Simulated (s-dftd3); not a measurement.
F$_{4}$Ti, charge -1, doublet, geometry from GFN2-xTB (such geometries of metal compounds can be far from the true shape) (the multiplicity is a formal guess); D3(zero) for blyp (s-dftd3 1.4.0).

Input for s-dftd3:
```
$ s-dftd3 mol.xyz --zero blyp --json dftd3.json --noedisp --grad

# file mol.xyz
5

Ti    -0.00000000    -0.00000000    -0.00000000
F      1.24118707     0.52094629    -1.19108730
F      1.05052930    -0.83865025     1.19317781
F     -1.25479205    -0.63428937    -1.11972909
F     -1.03692432     0.95199333     1.11763858
```

Q: Predict the main parts of the log of this s-dftd3 run.

A: 
```
-----------------------------------
 s i m p l e   D F T - D 3  v1.4.0
-----------------------------------

Zero (Chai-Head-Gordon) damping: blyp-D3(0)
--------------------
  s6         1.0000
  s8         1.6820
  s9         0.0000
 rs6         1.0940
 rs8         1.0000
 alp        14.0000
--------------------

Dispersion energy:      -2.1343387945913E-03 Eh

Gradient norm:           7.5532780323310E-04 Eh/a0
--------------------------------------------------
     #    Z           dE/dx      dE/dy      dE/dz
--------------------------------------------------
     1   22 Ti    6.479E-14  8.188E-14  1.765E-13
     2    9 F     2.621E-04  1.016E-04 -2.522E-04
     3    9 F     2.241E-04 -1.690E-04  2.527E-04
     4    9 F    -2.650E-04 -1.257E-04 -2.380E-04
     5    9 F    -2.212E-04  1.931E-04  2.375E-04
--------------------------------------------------

Virial:
--------------------------------------------------
      component           x          y          z
--------------------------------------------------
          x       2.121E-03 -1.775E-04  8.852E-06
          y      -1.775E-04  8.658E-04  6.383E-05
          z       8.852E-06  6.383E-05  2.143E-03
--------------------------------------------------

[Info] JSON dump of results written to 'dftd3.json'
```
